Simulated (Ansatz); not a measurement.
Total energies of C₁₁H₁₄N₄ (relaxed from a model of N-butylpyridinium dicyanamide, whose bonding it doesn't keep) from Ansatz at PBE-D4/def2-SVP, gas phase (1 Eh = 27.2114 eV = 2625.5 kJ/mol). The reference geometry is relaxed at PBE-D4/def2-SVP.

| state | geometry | energy (Eh) |
| --- | --- | --- |
| charge 0 singlet | reference | -645.29273 |
| charge 1 doublet | reference | -645.01722 |
| charge -1 doublet | reference | -645.28053 |
| charge -1 doublet | relaxed at PBE-D4/def2-SVP | -645.35389 |
| free C atom (triplet) | – | -37.75124 |
| free N atom (quartet) | – | -54.46658 |
| free H atom (doublet) | – | -0.49863 |

(1) Work out the vertical ionisation energy to the doublet.

(2) Work out the vertical electron affinity, to the doublet.

(3) Give the fundamental gap IE − EA, the Mulliken electronegativity (IE + EA)/2 and the hardness (IE − EA)/2.

(4) How much does the charge -1 doublet relax, and what is the adiabatic electron affinity?

(5) What is the binding energy per atom against free atoms?

(1) E(charge 1 doublet) − E(charge 0 singlet) = -645.01722 − (-645.29273) = 0.27551 Eh = 7.50 eV. For comparison, −ε of the highest occupied level is 5.06 eV at this level, 2.44 eV less.

(2) E(charge 0 singlet) − E(charge -1 doublet) = -645.29273 − (-645.28053) = -0.01220 Eh = -0.33 eV; negative, so the extra electron isn't bound. The basis lacks diffuse functions, which makes affinities too small.

(3) From the values in Eh: IE − EA = 0.27551 − (-0.01220) = 0.28771 Eh = 7.83 eV; (IE + EA)/2 = 3.58 eV; (IE − EA)/2 = 3.91 eV. The HOMO–LUMO gap of the same run is 3.08 eV, 4.75 eV smaller than the fundamental gap.

(4) Relaxation: -645.28053 − (-645.35389) = 0.07336 Eh = 2.00 eV. Adiabatic electron affinity: 0.06116 Eh = 1.66 eV, without zero-point energy. Bonds change on the way (1 lost, 0 formed), so the relaxed form is another species. 

(5) Atoms: 11 × (-37.75124) + 4 × (-54.46658) + 14 × (-0.49863) = -640.11078 Eh. Binding: -640.11078 − (-645.29273) = 5.18195 Eh = 141.01 eV, or 4.86 eV for each of 29 atoms (no zero-point energy, no counterpoise term).

At PBE-D4/def2-SVP the highest occupied level of the charge -1 doublet lies above zero (up to 2.66 eV). By energy differences it is unbound by 0.33 eV (vertical, to the charge 0 singlet, at PBE-D4/def2-SVP) and held by the finite basis. At PBE-D4/def2-SVP the highest occupied level of the relaxed charge -1 doublet lies above zero (up to 0.48 eV). By energy differences its removal costs 1.66 eV (each at its own geometry, to the charge 0 singlet, at PBE-D4/def2-SVP); self-interaction error and the lack of diffuse functions both raise the level.
